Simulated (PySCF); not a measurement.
# Induced dipoles and field energies

C₆H₉FSi.
Geometry (GFN2-xTB, Å), atoms numbered from 1 in this order:
```xyz
17
C6H9FSi angstrom
C      3.797    0.543    0.013
C      2.443    0.045   -0.020
C      1.312   -0.372   -0.047
Si    -0.416   -0.997   -0.088
C     -1.646   -0.187    1.137
C     -2.575    0.177   -0.026
F     -3.044    1.474    0.046
C     -1.639   -0.052   -1.219
H      4.006    0.987    0.986
H      4.498   -0.272   -0.164
H      3.933    1.301   -0.758
H     -0.477   -2.458   -0.172
H     -2.119   -0.783    1.914
H     -1.258    0.718    1.601
H     -3.466   -0.458   -0.065
H     -1.250    0.901   -1.573
H     -2.107   -0.554   -2.061
```

Level: B3LYP/def2-SVPD (PySCF); nuclei fixed, core orbitals frozen in the response. Permanent dipole (2.410, -1.104, -0.055) D (1 au = 2.5417 D). Static polarisability (au):

```
x   132.84   5.57   0.48
y     5.57  82.80   0.22
z     0.48   0.22  79.31
```

Only the terms in μ and α are kept: μ(F) = μ + αF and ΔE = −μ·F − ½ F·αF.

A field of 0.003 au (0.154 V/Å) is applied along each axis in both senses. Find the induced dipole, the size of the total dipole and the two energy terms.

```tsv
field along	induced x (D)	induced y (D)	induced z (D)	total size (D)	−μ·F (kJ/mol)	−½F·αF (kJ/mol)
+x	1.013	0.042	0.004	3.584	-7.468	-1.569
−x	-1.013	-0.042	-0.004	1.808	+7.468	-1.569
+y	0.042	0.631	0.002	2.498	+3.421	-0.978
−y	-0.042	-0.631	-0.002	2.936	-3.421	-0.978
+z	0.004	0.002	0.605	2.710	+0.170	-0.937
−z	-0.004	-0.002	-0.605	2.729	-0.170	-0.937
```

For the field (-0.0018, -0.0012, -0.0021) au, what is the induced dipole, and what angle does it make with the field?

αF = (-0.627, -0.279, -0.426) D, at 14.5° to the field. The polarisability along this direction, F·αF/F², is 102.11 au, against a mean of 98.32 au.

Which field along μ doubles the dipole in that direction (linear response)?

The polarisability along the dipole is 119.91 au, so F = 1.0431 au / 119.91 au = 0.0087 au = 0.45 V/Å; higher-order terms are ignored.

What field makes μF equal to kT at 298 K?

kT = 0.9437 × 10⁻³ Eh, so F = 0.000905 au = 4.65 MV/cm.

A unit point charge sits 6 Å away. Estimate the induction energy −αe²/2R⁴ with the mean polarisability, treating the molecule as a point.

R = 11.34 bohr, so the energy is −98.3/(2 × 11.34⁴) Eh = -7.81 kJ/mol. The charge–dipole term at its most favourable orientation, −μe/R², is -21.3 kJ/mol.

The structure is a single GFN2-xTB conformer in the gas phase; no vibrational or solvent corrections.
